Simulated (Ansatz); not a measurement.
C₂H₆FISi, SMILES `CC[SiH](F)I`. The species carries charge 0 and has multiplicity 1. Correlated methods include outer-core shells of I, which these sets cover unevenly. I: def2 effective core potential.

Z-matrix (Å, degrees):
```
C
C 1 1.525
H 1 1.092 2 111.2
H 1 1.092 2 111.4 3 -120.0
H 1 1.092 2 111.0 3 120.0
Si 2 1.854 1 115.1 3 61.0
H 2 1.096 1 111.0 3 -61.0
H 2 1.097 1 110.8 3 -178.7
I 6 2.438 2 110.9 1 -59.2
F 6 1.598 2 109.5 1 59.3
H 6 1.480 2 113.5 1 179.4
```

Problem. Give the diagnostics of a CCSD(T)/def2-TZVPP run (frozen core, Ansatz). (Best estimate.)

Solution. Ansatz gave: T1 = 0.0094, largest single amplitude 0.014, largest double 0.027, (T) share of the correlation energy 2.9 %, 9 CCSD cycles. The RHF solution is stable towards an unrestricted one. T1 lies under the customary mark of 0.02 for closed shells.
